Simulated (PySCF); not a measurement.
## Peak assignment

Bonds: C1-C2, C2-C3, C2-C4, C4-N5, C2-Si6, Si6-O7. C1 carries H8, H9, H10; C3 carries H11, H12, H13; C4 carries H14; N5 carries H15; Si6 carries H16, H17; O7 carries H18.

Averaged over atoms made equivalent by symmetry, fast rotation or ring inversion, non-relativistic, one computed conformer, gas phase. NMR shieldings at PBE0/pcSseg-1/GIAO; GFN2-xTB geometry; PySCF 2.14.0 with density-fitted response routines.

δ = σ(ref) − σ, references computed at the same level: 13C (σref 186.93) and 1H (σref 31.72) vs TMS.

(1) Assign these signals to the numbered atoms. 13C{1H} NMR (computed): δ 193.4 (CH), 33.1 (C), 24.9 (CH3).

(2) Assign these signals to the numbered atoms. 1H NMR (500 MHz, computed): δ 10.30 (br s, 1H), 8.72 (s, 1H), 5.11 (br s, 1H), 4.68 (s, 2H), 1.33 (s, 6H).

Answers

(1) 
```tsv
δ (ppm)	atoms	environment	reason
193.4	C4	carbon bonded to C, N, H	–
33.1	C2	carbon bonded to 3 C, Si	–
24.9	C1/C3	carbon bonded to C, 3 H	–
```

(2) 
10.30 → H15, hydrogen on a nitrogen bonded to C
8.72 → H14, hydrogen on a carbon bonded to C, N
5.11 → H18, hydrogen on an oxygen bonded to Si
4.68 → H16/H17, hydrogen on a silicon bonded to C, O
1.33 → H8/H9/H10/H11/H12/H13, hydrogen on a carbon bonded to C

OH and NH positions are those of a molecule without intermolecular hydrogen bonds; in solution they move with solvent, concentration and temperature, and exchange usually removes their couplings. Shifts are as computed. Against solution values, carbons near 30 ppm lie about +3 ppm off and those near 130 ppm about +5 ppm. Of 1211 compounds with measured shifts, 218 miss one by over three times the rms of a fit or turn the order of signals round; such compounds aren't used in these exercises. Multiplicities follow the n + 1 count of equivalent neighbours, as no J values were calculated; m marks all less simple cases, F and P coupling included.
